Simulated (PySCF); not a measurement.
PySCF job for C2H13NOSi3, SMILES C[Si](C)(N[SiH3])O[SiH3], PBE-D3(BJ)/def2-SVP. Geometry: PBE-D3(BJ)/def2-SVP. Other conformers were not sampled.

```python
import numpy as np
from pyscf import gto, scf, dft, df
from pyscf.hessian import thermo

mol = gto.M(
    atom='''
    C     0.19496244   -0.50916972   -2.00709214
    Si   -0.04242532    0.17061588   -0.27092658
    C    -0.55379861    1.97825840   -0.32561986
    N     1.38724206   -0.06532881    0.71641225
    Si    2.99134531    0.58438151    0.49415381
    O    -1.21592909   -0.73138661    0.53974857
    Si   -2.82703699   -1.14859188    0.41353629
    H     1.03082645    0.01233962   -2.51824433
    H     0.43871521   -1.59008428   -1.97255153
    H    -0.71473826   -0.37528404   -2.62805547
    H     0.25273644    2.59770528   -0.77029551
    H    -1.46788248    2.12747525   -0.93653346
    H    -0.75060669    2.35867579    0.69689722
    H     1.22386927   -0.67162269    1.52684863
    H     4.04233169   -0.48453823    0.32251194
    H     3.43871044    1.46137606    1.63766953
    H     2.94445739    1.41757841   -0.75903144
    H    -3.09145810   -1.90229182   -0.86483486
    H    -3.70534378    0.07638722    0.43236579
    H    -3.17822397   -2.02353155    1.58196207
    ''',
    basis='def2-SVP',
    charge=0,
    spin=0,
    max_memory=1600,
    verbose=3,
)
mf = dft.RKS(mol, xc='pbe').density_fit(auxbasis='def2-universal-jkfit')
mf.disp = 'd3bj'
mf.grids.level = 3
mf.conv_tol = 1e-11
mf.max_cycle = 100
mf.kernel()

# [left out here: the lines that compute and print the analytic Hessian (its translational invariance restored by hand, since the grid's response is missing), thermochemistry and intensities]
```

It prints:

```
[...]
      16   H                 0.00  0.00 -0.00   -0.00 -0.00  0.00    0.00 -0.01 -0.01
      17   H                 0.00 -0.00 -0.00   -0.00 -0.00  0.00   -0.00 -0.01 -0.01
      18   H                -0.00  0.00  0.00   -0.00 -0.00  0.00    0.01 -0.01  0.00
      19   H                 0.01  0.00  0.00   -0.00  0.00 -0.00   -0.00  0.00 -0.00
Mode                                42                  43                  44
Irrep
Freq [cm^-1]                     2141.6143           2148.8798           2149.1805
Reduced mass [au]                   1.0281              1.0471              1.0330
Force const [Dyne/A]                2.7783              2.8488              2.8112
Char temp [K]                    3081.3062           3091.7596           3092.1922
Normal mode                   x     y     z       x     y     z       x     y     z
       0   C                 0.00 -0.00  0.00    0.00  0.00 -0.00    0.00  0.00 -0.00
       1  Si                -0.00  0.00 -0.00   -0.00 -0.00  0.00   -0.00 -0.00  0.00
       2   C                 0.00 -0.00  0.00   -0.00  0.00  0.00    0.00  0.00 -0.00
       3   N                 0.00  0.00  0.00    0.00  0.00 -0.00    0.00  0.00 -0.00
       4  Si                 0.02 -0.00  0.01   -0.00 -0.00 -0.00   -0.00  0.00 -0.00
       5   O                 0.00  0.00 -0.00    0.00  0.00 -0.00    0.00  0.00 -0.00
       6  Si                 0.00 -0.00  0.00    0.02 -0.03 -0.01    0.01  0.01  0.03
       7   H                -0.00 -0.00 -0.00    0.00  0.00 -0.00   -0.00 -0.00 -0.00
       8   H                 0.00 -0.00 -0.00   -0.00 -0.00  0.00    0.00  0.00  0.00
       9   H                -0.00  0.00  0.00   -0.00 -0.00  0.00    0.00  0.00 -0.00
      10   H                -0.00  0.00  0.00   -0.00  0.00 -0.00   -0.00  0.00 -0.00
      11   H                 0.00 -0.00 -0.00    0.00  0.00 -0.00    0.00  0.00 -0.00
      12   H                 0.00  0.00 -0.00    0.00  0.00 -0.00    0.00 -0.00  0.00
      13   H                 0.00  0.00  0.00   -0.00 -0.00 -0.00   -0.00  0.00 -0.00
      14   H                -0.49  0.51  0.09    0.02 -0.02 -0.00    0.06 -0.06 -0.01
      15   H                -0.19 -0.40 -0.51    0.01  0.03  0.04    0.02  0.04  0.05
      16   H                 0.01 -0.04  0.07    0.00 -0.01  0.01    0.00 -0.01  0.02
      17   H                -0.01 -0.04 -0.07    0.06  0.15  0.28   -0.16 -0.46 -0.78
      18   H                -0.05  0.07  0.00   -0.53  0.75  0.01   -0.19  0.27  0.02
      19   H                -0.00 -0.01  0.02    0.00 -0.03  0.01   -0.01 -0.02  0.04
Mode                                45                  46                  47
Irrep
Freq [cm^-1]                     2163.4637           2182.5122           2970.6722
Reduced mass [au]                   1.0418              1.0422              1.0362
Force const [Dyne/A]                2.8729              2.9249              5.3876
Char temp [K]                    3112.7426           3140.1492           4274.1359
Normal mode                   x     y     z       x     y     z       x     y     z
       0   C                -0.00  0.00 -0.00    0.00  0.00 -0.00    0.00 -0.01 -0.03
       1  Si                 0.00 -0.00  0.00   -0.00 -0.00  0.00   -0.00  0.00  0.00
       2   C                 0.00  0.00 -0.00    0.00  0.00 -0.00    0.01 -0.03  0.00
       3   N                -0.00 -0.00 -0.00    0.00  0.00  0.00    0.00 -0.00 -0.00
       4  Si                 0.00 -0.02  0.03   -0.00  0.00 -0.00    0.00 -0.00 -0.00
       5   O                -0.00  0.00 -0.00    0.00  0.00 -0.00    0.00 -0.00 -0.00
       6  Si                 0.00 -0.00  0.00    0.01  0.02 -0.03    0.00 -0.00 -0.00
       7   H                -0.00 -0.00 -0.00    0.00 -0.00 -0.00   -0.32 -0.20  0.19
       8   H                 0.00  0.00  0.00   -0.00 -0.00  0.00   -0.08  0.37 -0.02
       9   H                 0.00  0.00 -0.00   -0.00 -0.00  0.00    0.35 -0.05  0.23
      10   H                -0.00  0.00  0.00   -0.00  0.00  0.00    0.30  0.22 -0.16
      11   H                 0.00  0.00 -0.00   -0.00 -0.00  0.00   -0.34  0.05 -0.22
      12   H                 0.00 -0.00  0.00   -0.00 -0.00 -0.00   -0.06  0.11  0.34
      13   H                -0.00 -0.00  0.00   -0.00 -0.00  0.00    0.00 -0.00 -0.00
      14   H                -0.03  0.03  0.02    0.01 -0.01 -0.00   -0.00  0.00 -0.00
      15   H                -0.01 -0.04 -0.02    0.00  0.01  0.01   -0.00  0.00  0.00
      16   H                -0.03  0.54 -0.81    0.00 -0.00  0.00   -0.00  0.00  0.00
      17   H                -0.00 -0.01 -0.02    0.00  0.02  0.01   -0.00  0.00  0.00
      18   H                -0.01  0.02  0.00    0.01 -0.02 -0.01   -0.00  0.00  0.00
      19   H                -0.00 -0.00  0.01   -0.22 -0.57  0.76   -0.00  0.00  0.00
Mode                                48                  49                  50
Irrep
Freq [cm^-1]                     2972.5136           3065.9947           3068.1598
Reduced mass [au]                   1.0361              1.1013              1.1009
Force const [Dyne/A]                5.3939              6.0996              6.1057
Char temp [K]                    4276.7853           4411.2837           4414.3988
Normal mode                   x     y     z       x     y     z       x     y     z
       0   C                 0.00 -0.01 -0.03   -0.06 -0.02 -0.00    0.06  0.02  0.00
       1  Si                 0.00 -0.00  0.00   -0.00  0.00  0.00    0.00  0.00 -0.00
       2   C                -0.01  0.03 -0.00    0.06  0.02  0.00    0.06  0.02 -0.00
       3   N                -0.00  0.00 -0.00   -0.00  0.00  0.00   -0.00  0.00 -0.00
       4  Si                 0.00  0.00 -0.00   -0.00  0.00  0.00   -0.00  0.00 -0.00
       5   O                 0.00  0.00 -0.00    0.00 -0.00 -0.00   -0.00 -0.00  0.00
       6  Si                -0.00  0.00 -0.00    0.00 -0.00 -0.00   -0.00 -0.00  0.00
       7   H                -0.31 -0.20  0.18    0.37  0.24 -0.23   -0.37 -0.23  0.23
       8   H                -0.08  0.36 -0.02   -0.02  0.04 -0.00    0.02 -0.06  0.00
       9   H                 0.34 -0.05  0.22    0.38 -0.06  0.26   -0.36  0.06 -0.25
      10   H                -0.31 -0.23  0.17   -0.35 -0.27  0.20   -0.36 -0.29  0.21
      11   H                 0.35 -0.05  0.23   -0.36  0.06 -0.25   -0.37  0.06 -0.25
      12   H                 0.07 -0.12 -0.35    0.00  0.02  0.04   -0.00  0.03  0.07
      13   H                -0.00  0.00 -0.00    0.00 -0.00 -0.00   -0.00 -0.00  0.00
      14   H                -0.00 -0.00  0.00    0.00 -0.00  0.00    0.00 -0.00  0.00
      15   H                -0.00 -0.00  0.00   -0.00 -0.00 -0.00    0.00  0.00  0.00
      16   H                 0.00 -0.00  0.00    0.00 -0.00 -0.00    0.00 -0.00  0.00
      17   H                 0.00  0.00  0.00   -0.00  0.00  0.00    0.00  0.00 -0.00
      18   H                 0.00 -0.00  0.00   -0.00  0.00  0.00   -0.00  0.00 -0.00
      19   H                 0.00 -0.00  0.00   -0.00  0.00  0.00   -0.00  0.00 -0.00
Mode                                51                  52                  53
Irrep
Freq [cm^-1]                     3078.9043           3079.0416           3508.7773
Reduced mass [au]                   1.1022              1.1023              1.0745
Force const [Dyne/A]                6.1562              6.1571              7.7940
Char temp [K]                    4429.8578           4430.0554           5048.3493
Normal mode                   x     y     z       x     y     z       x     y     z
       0   C                 0.02 -0.07  0.03    0.01 -0.04  0.01    0.00 -0.00 -0.00
       1  Si                 0.00 -0.00 -0.00    0.00 -0.00  0.00   -0.00 -0.00  0.00
       2   C                 0.00 -0.00 -0.04    0.00  0.00  0.08   -0.00  0.00  0.00
       3   N                -0.00  0.00  0.00   -0.00  0.00 -0.00   -0.01 -0.04  0.05
       4  Si                -0.00 -0.00  0.00   -0.00 -0.00  0.00    0.00 -0.00  0.00
       5   O                -0.00  0.00  0.00   -0.00  0.00 -0.00   -0.00 -0.00  0.00
       6  Si                 0.00 -0.00 -0.00    0.00  0.00  0.00    0.00  0.00 -0.00
       7   H                 0.21  0.11 -0.12    0.10  0.05 -0.06   -0.00 -0.00  0.00
       8   H                -0.15  0.69 -0.02   -0.08  0.36 -0.01    0.00  0.00  0.00
       9   H                -0.30  0.03 -0.20   -0.17  0.02 -0.12   -0.00  0.00 -0.00
      10   H                -0.11 -0.08  0.05    0.19  0.14 -0.09   -0.00 -0.00  0.00
      11   H                 0.15 -0.02  0.10   -0.32  0.05 -0.20   -0.00  0.00 -0.00
      12   H                -0.07  0.13  0.35    0.13 -0.24 -0.65    0.00 -0.00 -0.00
      13   H                -0.00 -0.00 -0.00   -0.00 -0.00  0.00    0.15  0.57 -0.76
      14   H                -0.00  0.00  0.00    0.00  0.00 -0.00    0.00  0.00  0.00
      15   H                 0.00  0.00  0.00    0.00  0.00 -0.00    0.00  0.00  0.00
      16   H                -0.00  0.00 -0.00   -0.00  0.00 -0.00    0.00  0.00 -0.00
      17   H                -0.00  0.00  0.00   -0.00 -0.00 -0.00   -0.00 -0.00  0.00
      18   H                -0.00  0.00  0.00   -0.00  0.00 -0.00   -0.00 -0.00  0.00
      19   H                -0.00  0.00  0.00   -0.00  0.00 -0.00   -0.00 -0.00  0.00
temperature 298.1500 [K]
pressure 101325.00 [Pa]
Rotational constants [GHz] 2.57057 0.68424 0.66173
Symmetry number 1
Zero-point energy (ZPE) 0.14085 [Eh]   369814.720 [J/mol]
                           tot       elec      trans        rot        vib
Entropy [J/mol/K]       516.046      0.000    171.352    125.531    219.163
Cv [J/mol/K]            196.032      0.000     12.472     12.472    171.089
Cp [J/mol/K]            204.347      0.000     20.786     12.472    171.089
Internal energy [J/mol]                      3718.434   3718.434 398890.034
Internal energy [Eh]   -1081.33057  -1081.48534
Enthalpy [J/mol]                             6197.391   3718.434 398890.034
Enthalpy [Eh]          -1081.32963
Gibbs free energy [J/mol]                  -44891.120 -33708.684 333546.691
Gibbs free energy [Eh] -1081.38823
mode   freq/cm-1   IR/(km/mol)
   1       13.58         0.518
   2       20.34         1.380
   3       37.93         0.228
   4       53.87         0.861
   5       61.04         0.175
   6      116.64         1.184
   7      152.67         0.108
   8      168.76         0.075
   9      197.03         0.059
  10      199.71         0.169
  11      231.29         3.155
  12      267.73        11.193
  13      275.07         3.935
  14      311.82        60.064
  15      535.58         0.621
  16      602.88         4.343
  17      659.48         2.310
  18      660.11         0.356
  19      684.15        39.520
  20      693.97        25.861
  21      713.17        11.961
  22      713.69        38.018
  23      761.08        36.833
  24      776.12       133.134
  25      803.27       168.775
  26      835.31       127.510
  27      893.79        56.820
  28      909.66       550.712
  29      912.21        70.007
  30      918.26        58.612
  31      925.16        98.196
  32      956.05       468.121
  33      974.12         7.662
  34     1041.20       321.523
  35     1133.04       210.639
  36     1216.78        46.218
  37     1220.86        36.131
  38     1372.15         0.059
  39     1376.50         0.255
  40     1383.89         6.721
  41     1386.36         3.439
  42     2132.15       142.731
  43     2141.61       173.660
  44     2148.88       128.470
  45     2149.18        76.619
  46     2163.46        90.882
  47     2182.51       127.936
  48     2970.67         1.439
  49     2972.51         1.581
  50     3065.99         0.111
  51     3068.16        12.667
  52     3078.90         2.303
  53     3079.04         4.915
  54     3508.78        38.965
max |gradient| / (hartree/bohr): 8.763265466090104e-05
APT charges: [-0.4289  1.9825 -0.4289 -1.161   1.2527 -1.3182  1.4288  0.0309  0.0217
  0.0194  0.0309  0.0199  0.0218  0.1757 -0.2869 -0.2874 -0.2458 -0.2813
 -0.2813 -0.2646]
```

The run converged.

Cost: very roughly 13 core-minutes.
